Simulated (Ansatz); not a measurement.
A short molecular-dynamics run on C4H12ClInN2, SMILES `C[N](C)[In]([Cl])[N](C)C`.

```yaml
crystal:
  periodic: [false, false, false]
  atoms:
    - {symbol: C, position_ang: [1.900855, -0.299869, -2.483848]}
    - {symbol: N, position_ang: [1.374504, -0.365918, -1.144641]}
    - {symbol: C, position_ang: [2.005946, -1.376445, -0.337942]}
    - {symbol: In, position_ang: [-0.323122, 0.562282, -0.646959]}
    - {symbol: Cl, position_ang: [-1.150249, 1.992860, -2.300421]}
    - {symbol: N, position_ang: [-1.309632, 0.660581, 1.087883]}
    - {symbol: C, position_ang: [-2.541569, 1.397569, 1.208021]}
    - {symbol: C, position_ang: [-1.063998, -0.215051, 2.203206]}
    - {symbol: H, position_ang: [2.974570, -0.060990, -2.469305]}
    - {symbol: H, position_ang: [1.397367, 0.474127, -3.066114]}
    - {symbol: H, position_ang: [1.787667, -1.253381, -3.022954]}
    - {symbol: H, position_ang: [1.607821, -1.385713, 0.679061]}
    - {symbol: H, position_ang: [3.088470, -1.195245, -0.261307]}
    - {symbol: H, position_ang: [1.877891, -2.388365, -0.753964]}
    - {symbol: H, position_ang: [-3.417238, 0.734972, 1.290875]}
    - {symbol: H, position_ang: [-2.696056, 2.047887, 0.344948]}
    - {symbol: H, position_ang: [-2.529088, 2.032422, 2.106257]}
    - {symbol: H, position_ang: [-1.022036, 0.353908, 3.143926]}
    - {symbol: H, position_ang: [-1.850871, -0.976603, 2.322739]}
    - {symbol: H, position_ang: [-0.111241, -0.739017, 2.100550]}
basis:
  gaussian: {orbitals: def2-SVP}
hamiltonian: {xc: {name: revPBE}, dispersion: d4}
md: {timestep: 1 fs, n_steps: 20, ensemble: nvt_langevin, temperature: 1000, initial_velocities: maxwell_boltzmann, friction: 0.01, seed: 777}
```

```sh
$ ansatz run in.yaml --threads 4 --pin off --events-out ev --progress --plain --max-ram 66560MiB --backend cuda --devices 0, --max-vram 37GiB
```

```
step  time (fs)  potential energy (eV)  kinetic (eV)  T (K)  conserved (eV)
   0        0.0            -25009.7805        2.4559    950               –
   1        1.0            -25009.5425        2.2351    865               –
   2        2.0            -25009.1390        1.9373    749               –
   3        3.0            -25009.0249        1.7948    694               –
   4        4.0            -25009.0308        1.8569    718               –
   5        5.0            -25008.9444        1.8136    702               –
   6        6.0            -25008.7722        1.8434    713               –
   7        7.0            -25008.5790        1.6251    629               –
   8        8.0            -25008.4449        1.6144    624               –
   9        9.0            -25008.5102        1.8133    701               –
  10       10.0            -25008.8444        2.0951    810               –
  11       11.0            -25009.1741        2.3748    919               –
  12       12.0            -25009.1032        2.2673    877               –
  13       13.0            -25008.7837        2.0242    783               –
  14       14.0            -25008.6049        1.8904    731               –
  15       15.0            -25008.6284        1.8786    727               –
  16       16.0            -25008.6735        1.8933    732               –
  17       17.0            -25008.6467        1.9574    757               –
  18       18.0            -25008.5155        1.8545    717               –
  19       19.0            -25008.3246        1.6941    655               –
  20       20.0            -25008.2896        1.7823    689               –
```

Velocities are drawn at the set temperature; a run this short doesn't reach equilibrium.

Frames (Å, forces in eV/Å):

```xyz
20
time=0.0 fs
C     1.901   -0.300   -2.484   -0.125    0.053    0.145
N     1.375   -0.366   -1.145    0.404   -0.101   -0.060
C     2.006   -1.376   -0.338   -0.150    0.155   -0.038
In   -0.323    0.562   -0.647   -0.086   -0.096   -0.058
Cl   -1.150    1.993   -2.300   -0.236    0.437   -0.485
N    -1.310    0.661    1.088   -0.131    0.105    0.388
C    -2.542    1.398    1.208    0.166   -0.057   -0.096
C    -1.064   -0.215    2.203    0.044    0.085   -0.200
H     2.975   -0.061   -2.469    0.561    0.114   -0.031
H     1.397    0.474   -3.066   -0.259    0.396   -0.313
H     1.788   -1.253   -3.023   -0.029   -0.488   -0.317
H     1.608   -1.386    0.679   -0.189   -0.024    0.528
H     3.088   -1.195   -0.261    0.570    0.053    0.057
H     1.878   -2.388   -0.754   -0.029   -0.554   -0.190
H    -3.417    0.735    1.291   -0.488   -0.313    0.059
H    -2.696    2.048    0.345   -0.093    0.337   -0.446
H    -2.529    2.032    2.106   -0.034    0.337    0.463
H    -1.022    0.354    3.144    0.019    0.258    0.514
H    -1.851   -0.977    2.323   -0.401   -0.415    0.113
H    -0.111   -0.739    2.101    0.486   -0.282   -0.031
20
time=2.0 fs
C     1.897   -0.302   -2.479   -1.508   -0.163   -0.937
N     1.384   -0.346   -1.116    1.069   -0.028   -0.520
C     2.013   -1.375   -0.325    1.245   -0.509   -4.268
In   -0.324    0.558   -0.647    0.066    0.066   -0.689
Cl   -1.145    1.995   -2.311   -0.192    0.340   -0.388
N    -1.297    0.665    1.057   -0.961   -0.132    2.164
C    -2.524    1.405    1.235   -1.258    0.408   -0.624
C    -1.072   -0.208    2.203   -3.641   -0.634   -1.139
H     2.933    0.048   -2.535    0.741   -0.164    0.105
H     1.324    0.448   -3.103    0.167   -0.432    0.430
H     1.772   -1.313   -3.026    0.371    0.822    0.501
H     1.733   -1.392    0.634   -1.680    0.176    4.634
H     3.124   -1.252   -0.281   -0.046   -0.153   -0.337
H     1.740   -2.381   -0.748    0.524   -0.033    0.111
H    -3.463    0.697    1.330    1.136    0.924   -0.106
H    -2.680    2.085    0.331   -0.093   -0.493    0.851
H    -2.503    2.057    2.177    0.003   -0.476   -0.666
H    -1.138    0.333    3.125    0.292    0.893    1.277
H    -1.932   -1.024    2.338    1.149    1.025   -0.397
H    -0.182   -0.722    2.103    2.615   -1.437   -0.003
20
time=4.0 fs
C     1.892   -0.306   -2.476   -1.409    0.541   -1.052
N     1.396   -0.326   -1.087    1.636    0.126   -1.117
C     2.023   -1.371   -0.327    0.274   -1.388   -0.310
In   -0.324    0.555   -0.648    0.186    0.193   -1.197
Cl   -1.139    2.001   -2.319   -0.149    0.250   -0.303
N    -1.287    0.675    1.033   -1.507   -0.382    3.568
C    -2.511    1.412    1.259   -1.485    0.928   -0.960
C    -1.090   -0.202    2.203   -2.225   -1.382   -0.931
H     2.911    0.152   -2.599    0.026   -0.686    0.304
H     1.262    0.401   -3.123    0.306   -0.600    0.735
H     1.769   -1.328   -3.002    0.571    0.845    0.581
H     1.804   -1.377    0.744   -0.551    0.300    0.560
H     3.174   -1.310   -0.310   -0.995   -0.247   -0.566
H     1.606   -2.376   -0.731    1.161    0.555    0.501
H    -3.457    0.702    1.385    1.331    1.015   -0.240
H    -2.677    2.095    0.331   -0.144   -0.705    1.337
H    -2.486    2.074    2.221    0.133   -0.749   -1.133
H    -1.237    0.358    3.141    0.645    0.290    0.312
H    -1.973   -1.037    2.326    1.469    1.330   -0.528
H    -0.165   -0.762    2.099    0.730   -0.233    0.439
20
time=6.0 fs
C     1.888   -0.304   -2.476   -0.856    1.227   -0.066
N     1.410   -0.304   -1.058    2.057    0.098   -1.609
C     2.036   -1.371   -0.332   -0.840   -1.527    2.559
In   -0.323    0.552   -0.647    0.242    0.273   -1.526
Cl   -1.134    2.005   -2.325   -0.112    0.182   -0.246
N    -1.283    0.683    1.013   -1.784   -0.524    4.475
C    -2.503    1.420    1.284   -0.752    0.750   -1.058
C    -1.118   -0.203    2.200    0.553   -1.147   -0.456
H     2.883    0.225   -2.640   -0.281   -0.948    0.404
H     1.223    0.315   -3.132   -0.110    0.017    0.456
H     1.784   -1.306   -2.947    0.648   -0.204    0.126
H     1.846   -1.345    0.884    0.091    0.148   -2.539
H     3.186   -1.368   -0.365   -1.060   -0.183   -0.478
H     1.517   -2.364   -0.703    1.508    0.773    0.690
H    -3.410    0.745    1.436    0.509    0.312   -0.232
H    -2.688    2.081    0.391   -0.302   -0.095    0.568
H    -2.466    2.063    2.225    0.298   -0.329   -0.585
H    -1.324    0.390    3.163    1.031   -0.393   -0.736
H    -1.950   -0.993    2.284    0.590    0.443   -0.420
H    -0.109   -0.807    2.114   -1.431    1.127    0.674
20
time=8.0 fs
C     1.881   -0.298   -2.474   -0.779    1.908    0.833
N     1.429   -0.277   -1.034    2.108    0.019   -1.723
C     2.048   -1.375   -0.330   -1.656   -0.740    3.165
In   -0.322    0.551   -0.645    0.234    0.295   -1.615
Cl   -1.131    2.009   -2.331   -0.079    0.124   -0.187
N    -1.281    0.686    1.008   -1.909   -0.439    4.593
C    -2.498    1.433    1.305    1.026    0.244   -1.032
C    -1.148   -0.211    2.201    3.274    1.102   -0.319
H     2.845    0.265   -2.660   -0.147   -0.812    0.329
H     1.167    0.237   -3.134   -0.230    0.284    0.269
H     1.826   -1.296   -2.869    0.637   -1.331   -0.414
H     1.905   -1.329    0.938    0.174    0.094   -3.085
H     3.152   -1.426   -0.448   -0.079   -0.118   -0.334
H     1.483   -2.318   -0.655    1.172    0.114    0.446
H    -3.348    0.801    1.472   -1.193   -1.013   -0.007
H    -2.703    2.083    0.476   -0.511    0.917   -0.850
H    -2.427    2.025    2.220    0.415    0.532    0.569
H    -1.379    0.406    3.170    1.112   -0.727   -1.075
H    -1.909   -0.936    2.226   -1.646   -1.759   -0.182
H    -0.100   -0.804    2.149   -1.924    1.305    0.619
20
time=10.0 fs
C     1.872   -0.290   -2.468   -1.474    1.171    0.874
N     1.456   -0.247   -1.015    1.883   -0.230   -1.513
C     2.058   -1.380   -0.317   -1.355    0.535    2.439
In   -0.320    0.551   -0.644    0.174    0.294   -1.515
Cl   -1.131    2.012   -2.340   -0.045    0.062   -0.113
N    -1.281    0.686    1.015   -1.870   -0.213    4.130
C    -2.491    1.445    1.322    1.981    0.432   -0.614
C    -1.171   -0.218    2.202    2.355    1.260   -0.546
H     2.793    0.290   -2.678    0.363   -0.335    0.149
H     1.091    0.169   -3.125    0.127    0.104    0.301
H     1.891   -1.324   -2.780    0.582   -0.984   -0.505
H     1.968   -1.302    0.879    0.188    0.080   -2.129
H     3.121   -1.474   -0.558    0.480   -0.123   -0.116
H     1.492   -2.288   -0.585    0.341   -0.735   -0.032
H    -3.315    0.828    1.510   -2.054   -1.614    0.165
H    -2.726    2.124    0.547   -0.504    1.207   -1.390
H    -2.373    2.008    2.246    0.336    0.641    0.718
H    -1.391    0.383    3.152    0.743   -0.481   -0.633
H    -1.934   -0.951    2.170   -1.404   -1.573   -0.041
H    -0.158   -0.746    2.204   -0.848    0.501    0.373
20
time=12.0 fs
C     1.856   -0.284   -2.464   -1.191   -0.896    0.912
N     1.486   -0.220   -0.998    1.539   -0.597   -1.339
C     2.067   -1.380   -0.301    0.041    0.666   -1.391
In   -0.317    0.550   -0.645   -0.021    0.334   -1.191
Cl   -1.131    2.016   -2.348   -0.001   -0.012   -0.025
N    -1.285    0.683    1.033   -1.559    0.094    3.109
C    -2.476    1.455    1.338    0.076    0.923    0.049
C    -1.184   -0.218    2.200   -2.380    0.003   -1.612
H     2.753    0.311   -2.688    0.485   -0.069   -0.043
H     1.026    0.099   -3.102    0.193    0.080    0.065
H     1.965   -1.387   -2.704    0.270    0.780   -0.339
H     2.056   -1.271    0.758    0.155    0.420    1.607
H     3.114   -1.535   -0.663   -0.137    0.074    0.303
H     1.516   -2.298   -0.501   -0.306   -0.914   -0.329
H    -3.346    0.806    1.541   -0.413   -0.250   -0.140
H    -2.761    2.204    0.579    0.087   -0.004   -0.280
H    -2.314    2.008    2.312   -0.072   -0.029   -0.437
H    -1.366    0.351    3.115   -0.044    0.279    0.579
H    -1.998   -1.029    2.127    0.717    0.529    0.330
H    -0.249   -0.657    2.266    2.558   -1.411    0.170
20
time=14.0 fs
C     1.833   -0.286   -2.464    0.361   -1.812    1.280
N     1.516   -0.194   -0.979    1.156   -1.060   -1.366
C     2.077   -1.381   -0.292    0.301   -0.053   -3.811
In   -0.313    0.550   -0.645   -0.243    0.384   -0.826
Cl   -1.131    2.019   -2.358    0.045   -0.094    0.075
N    -1.289    0.679    1.058   -1.198    0.529    1.852
C    -2.463    1.465    1.355   -1.619    1.225    0.235
C    -1.203   -0.214    2.190   -2.428   -1.640   -1.483
H     2.735    0.329   -2.699   -0.109   -0.222   -0.099
H     0.981    0.021   -3.081   -0.128    0.242   -0.336
H     2.042   -1.427   -2.651   -0.193    1.751   -0.336
H     2.159   -1.227    0.711    0.536    0.728    3.685
H     3.095   -1.589   -0.764   -0.559    0.235    0.716
H     1.526   -2.335   -0.405   -0.380   -0.216   -0.319
H    -3.391    0.766    1.551    1.031    0.995   -0.281
H    -2.793    2.274    0.588    0.696   -1.157    0.723
H    -2.254    2.010    2.368   -0.552   -0.422   -1.207
H    -1.336    0.335    3.108   -0.690    0.563    1.015
H    -2.042   -1.094    2.086    1.609    1.518    0.646
H    -0.251   -0.613    2.339    2.364   -1.494   -0.164
20
time=16.0 fs
C     1.816   -0.294   -2.460    1.164   -1.048    1.008
N     1.547   -0.174   -0.959    0.738   -1.374   -1.572
C     2.088   -1.383   -0.292    0.759    0.250   -0.145
In   -0.307    0.551   -0.645   -0.426    0.404   -0.460
Cl   -1.130    2.021   -2.367    0.075   -0.152    0.158
N    -1.293    0.678    1.083   -0.900    0.897    0.493
C    -2.453    1.480    1.379   -2.183    0.750   -0.192
C    -1.230   -0.217    2.175    1.031   -2.602    0.885
H     2.730    0.336   -2.727   -0.804   -0.361    0.016
H     0.937   -0.046   -3.079    0.105    0.229   -0.193
H     2.106   -1.400   -2.638   -0.444    1.293   -0.287
H     2.278   -1.151    0.782    0.229   -0.110   -0.146
H     3.055   -1.633   -0.854   -0.496    0.281    0.974
H     1.537   -2.368   -0.306   -0.362    0.483   -0.256
H    -3.418    0.774    1.548    1.479    1.297   -0.143
H    -2.802    2.295    0.621    0.887   -1.176    0.732
H    -2.200    1.987    2.374   -0.767   -0.090   -0.715
H    -1.326    0.337    3.135   -0.794    0.017    0.122
H    -2.040   -1.102    2.082    1.411    1.373    0.599
H    -0.182   -0.613    2.401   -0.701   -0.361   -0.880
20
time=18.0 fs
C     1.800   -0.302   -2.448    0.428    0.527    0.296
N     1.579   -0.162   -0.943    0.253   -1.482   -1.618
C     2.107   -1.386   -0.289    0.447    0.777    2.299
In   -0.302    0.552   -0.644   -0.507    0.379   -0.100
Cl   -1.128    2.024   -2.376    0.098   -0.198    0.231
N    -1.297    0.680    1.108   -0.625    0.965   -0.584
C    -2.449    1.495    1.402   -1.827   -0.678   -0.638
C    -1.259   -0.228    2.168    3.984   -1.148    2.989
H     2.689    0.328   -2.767   -0.713   -0.018    0.124
H     0.896   -0.081   -3.090    0.678    0.058    0.386
H     2.140   -1.329   -2.655   -0.265   -0.334   -0.260
H     2.411   -1.077    0.835   -0.338   -0.806   -2.056
H     2.995   -1.657   -0.894    0.423   -0.023    0.508
H     1.540   -2.381   -0.200   -0.214    1.020   -0.285
H    -3.410    0.832    1.547    1.105    0.837    0.082
H    -2.779    2.262    0.682    0.505    0.132   -0.423
H    -2.173    1.957    2.347   -0.544    0.740    0.812
H    -1.355    0.328    3.174   -0.586   -0.445   -0.792
H    -1.983   -1.055    2.120   -0.235   -0.416    0.177
H    -0.136   -0.621    2.435   -2.067    0.112   -1.150
20
time=20.0 fs
C     1.780   -0.305   -2.438   -0.045    1.288    0.232
N     1.614   -0.154   -0.932   -0.305   -1.344   -1.533
C     2.130   -1.385   -0.278   -0.038    0.957    2.946
In   -0.299    0.553   -0.644   -0.464    0.339    0.217
Cl   -1.124    2.026   -2.383    0.113   -0.223    0.273
N    -1.302    0.691    1.134   -0.383    0.683   -1.026
C    -2.451    1.508    1.422   -0.357   -1.391    0.211
C    -1.269   -0.240    2.170    5.383    1.049    3.598
H     2.624    0.317   -2.810   -0.233    0.579    0.106
H     0.872   -0.112   -3.082    0.539    0.026    0.484
H     2.165   -1.273   -2.675    0.004   -1.651   -0.296
H     2.546   -1.037    0.802   -0.644   -0.945   -1.980
H     2.946   -1.691   -0.914    1.149   -0.412   -0.150
H     1.534   -2.366   -0.091   -0.025    1.317   -0.407
H    -3.385    0.909    1.544   -0.025   -0.159    0.315
H    -2.738    2.229    0.723   -0.051    1.804   -1.888
H    -2.186    1.967    2.360   -0.379    0.901    1.132
H    -1.399    0.318    3.190   -0.269   -0.581   -1.026
H    -1.935   -1.028    2.176   -2.184   -2.480   -0.200
H    -0.168   -0.647    2.430   -1.786    0.243   -1.008
```

It took 22 s on 4 threads of an AMD EPYC 7R13 on a shared host and a share of an NVIDIA H100 80 GB, with 0.85 GiB of host memory at the peak.
